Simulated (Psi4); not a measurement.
HAl (SMILES [AlH]), singlet, geometry from GFN2-xTB (such geometries of metal compounds can be far from the true shape); PBE/STO-3G run with Psi4.

Input for Psi4:
```
memory 2 GB

molecule {
0 1
  Al   -0.00000000   -0.00000000   -0.11521965
  H     0.00000000    0.00000000    1.49785545
}

set basis sto-3g

energy('pbe')
print_variables()
```

The log (banner, timings and long lists left out):

```
   => Loading Basis Set <=

    Name: STO-3G
    Role: ORBITAL
    Keyword: BASIS

         ---------------------------------------------------------
                                   SCF
               by Justin Turney, Rob Parrish, Andy Simmonett
                          and Daniel G. A. Smith
                              RKS Reference
         ---------------------------------------------------------

  ==> Geometry <==

    Molecular point group: c2v
    Full point group: C_inf_v

    Geometry (in Angstrom), charge = 0, multiplicity = 1:

       Center              X                  Y                   Z               Mass
    ------------   -----------------  -----------------  -----------------  -----------------
         AL           0.000000000000     0.000000000000    -0.058082687769    26.981538530000
         H            0.000000000000     0.000000000000     1.554992412231     1.007825032230

  Running in c2v symmetry.

  Rotational constants: A = ************  B =      6.66851  C =      6.66851 [cm^-1]
  Rotational constants: A = ************  B = 199916.75634  C = 199916.75634 [MHz]
  Nuclear repulsion =    4.264713861561686

  Charge       = 0
  Multiplicity = 1
  Electrons    = 14
  Nalpha       = 7
  Nbeta        = 7

  ==> Algorithm <==

  SCF Algorithm Type is DF.
  DIIS enabled.
  MOM disabled.
  Fractional occupation disabled.
  Guess Type is SAD.
  Energy threshold   = 1.00e-06
  Density threshold  = 1.00e-06
  Integral threshold = 1.00e-12

  ==> Primary Basis <==

  Basis Set: STO-3G
    Blend: STO-3G
    Number of shells: 6
    Number of basis functions: 10
    Number of Cartesian functions: 10
    Spherical Harmonics?: true
    Max angular momentum: 1

  ==> DFT Potential <==

   => LibXC <=

    Version 7.1.2
    S. Lehtola, C. Steigemann, M. J. T. Oliveira, and M. A. L. Marques,  SoftwareX 7, 1–5 (2018) (10.1016/j.softx.2017.11.002)

   => Composite Functional: PBE <=

    PBE GGA Exchange-Correlation Functional

    J.P. Perdew et. al., Phys. Rev. Lett., 77(18), 3865-3868, 1996

    Deriv               =              1
    GGA                 =           TRUE
    Meta                =          FALSE

    Exchange Hybrid     =          FALSE
    MP2 Hybrid          =          FALSE

   => Exchange Functionals <=

    1.0000     XC_GGA_X_PBE

   => Correlation Functionals <=

    1.0000     XC_GGA_C_PBE

   => LibXC Density Thresholds  <==

    XC_GGA_C_PBE:  1.00E-12
    XC_GGA_X_PBE:  1.00E-15

   => Molecular Quadrature <=

    Radial Scheme          =       TREUTLER
    Pruning Scheme         =           NONE
    Nuclear Scheme         =       TREUTLER

    Blocking Scheme        =         OCTREE
    BS radius alpha        =              1
    Pruning alpha          =              1
    Radial Points          =             75
    Spherical Points       =            302
    Total Points           =          41446
    Total Blocks           =            372
    Max Points             =            254
    Max Functions          =             10
    Weights Tolerance      =       1.00E-15

   => Loading Basis Set <=

    Name: (STO-3G AUX)
    Role: JKFIT
    Keyword: DF_BASIS_SCF

  ==> Integral Setup <==

  SCF_SUBTYPE=INCORE selected. In-core MEM_DF algorithm will be used.
  Using in-core AOs.

  ==> MemDFJK: Density-Fitted J/K Matrices <==

    J tasked:                   Yes
    K tasked:                    No
    wK tasked:                   No
    Algorithm:                 Core
    Schwarz Cutoff:           1E-12
    Mask sparsity (%):       0.0000
    Fitting Condition:        1E-10

   => Auxiliary Basis Set <=

  Basis Set: (STO-3G AUX)
    Blend: DEF2-UNIVERSAL-JKFIT
    Number of shells: 44
    Number of basis functions: 146
    Number of Cartesian functions: 175
    Spherical Harmonics?: true
    Max angular momentum: 4

  Minimum eigenvalue in the overlap matrix is 4.0514390405E-01.
  Reciprocal condition number of the overlap matrix is 2.4514057604E-01.
    Using symmetric orthogonalization.

  ==> Pre-Iterations <==

  SCF Guess: Superposition of Atomic Densities via on-the-fly atomic UHF (no occupation information).

   -------------------------
    Irrep   Nso     Nmo
   -------------------------
     A1         6       6
     A2         0       0
     B1         2       2
     B2         2       2
   -------------------------
    Total      10      10
   -------------------------

  ==> Iterations <==

                           Total Energy        Delta E     RMS |[F,P]|

   @DF-RKS iter SAD:  -239.26628067538664   -2.39266e+02   0.00000e+00
   @DF-RKS iter   1:  -239.81094691975824   -5.44666e-01   2.49939e-02 DIIS/ADIIS
   @DF-RKS iter   2:  -239.81576485813997   -4.81794e-03   2.27775e-02 DIIS/ADIIS
   @DF-RKS iter   3:  -239.83812718062120   -2.23623e-02   7.55849e-04 DIIS/ADIIS
   @DF-RKS iter   4:  -239.83816107838027   -3.38978e-05   8.86999e-05 DIIS
   @DF-RKS iter   5:  -239.83816146828462   -3.89904e-07   5.26218e-06 DIIS
   @DF-RKS iter   6:  -239.83816146946839   -1.18376e-09   4.30958e-08 DIIS
  Energy and wave function converged.

  ==> Post-Iterations <==

   Electrons on quadrature grid:
      Ntotal   =   14.0000011792 ; deviation = 1.179e-06

    Orbital Energies [Eh]
    ---------------------

    Doubly Occupied:

[...]
       5A1     0.003641

    Virtual:

[...]
    Final Occupation by Irrep:
             A1    A2    B1    B2
    DOCC [     5,    0,    1,    1 ]
    NA   [     5,    0,    1,    1 ]
    NB   [     5,    0,    1,    1 ]

  @DF-RKS Final Energy:  -239.83816146946839

   => Energetics <=

    Nuclear Repulsion Energy =              4.2647138615616855
    One-Electron Energy =                -344.7147661794147098
    Two-Electron Energy =                 119.5574969703225463
    DFT Exchange-Correlation Energy =     -18.9456061219379066
    Empirical Dispersion Energy =           0.0000000000000000
    VV10 Nonlocal Energy =                  0.0000000000000000
    Total Energy =                       -239.8381614694683890

Computation Completed

Properties will be evaluated at   0.000000,   0.000000,   0.000000 [a0]

Properties computed using the SCF density matrix

 Multipole Moments:

 ------------------------------------------------------------------------------------
     Multipole            Electronic (a.u.)      Nuclear  (a.u.)        Total (a.u.)
 ------------------------------------------------------------------------------------

 L = 1.  Multiply by 2.5417464519 to convert [e a0] to [Debye]
 Dipole X            :          0.0000000            0.0000000            0.0000000
 Dipole Y            :          0.0000000            0.0000000            0.0000000
 Dipole Z            :         -1.9296622            1.5116249           -0.4180373
 Magnitude           :                                                    0.4180373

 ------------------------------------------------------------------------------------

  Variable Map:
  ----------------------------------------------------------------------------
[...]
  Array Variable Map:
  ----------------------------------------------------------------------------
[...]
[...]
```
